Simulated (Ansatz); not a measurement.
Reaction (substitution at a C–O bond): `COC#C[SiH3]` + H₂S → `[SiH3]C#CS` + CH₃OH

Gas-phase electronic energies from Ansatz, PBE0-D4/def2-TZVP geometries. CCSD(T)/CBS adds triple-zeta CCSD(T) − MP2 to the extrapolated MP2 energy (def2 sets, frozen cores). This one scheme is used for every species. DFT in def2-TZVPP. Each species was taken in one conformer, which may not be the lowest.

CCSD(T)/CBS gives -35.8 kJ/mol.

**Question.** Another level gave -29.5 kJ/mol. Which?
A. ωB97X-V/def2-TZVPP
B. HF/def2-TZVPP
C. MP2/def2-TZVPP
D. BLYP/def2-TZVPP

**Answer.** D. BLYP -29.5, MP2/def2-TZVPP -37.9, ωB97X-V -25.3, HF/def2-TZVPP -20.2 kJ/mol.

Largest T1 diagnostic among the species: 0.013.

In def2-TZVPP, CCSD(T) changes the Hartree–Fock value by −11.4 kJ/mol (the triples alone add −1.2 kJ/mol) and MP2 by −17.7 kJ/mol. Leaving LDA and LC-ωPBE aside and taking each functional with its dispersion term where it has one, the values, not all of them listed here, spread over 8.2 kJ/mol, from PBE-QIDH to CAM-B3LYP-D4. LDA lies +8.7 kJ/mol from PBE without D4. From BLYP to BHLYP (50 % exact exchange), in def2-TZVPP and without D4, ΔE moves by +3.3 kJ/mol.
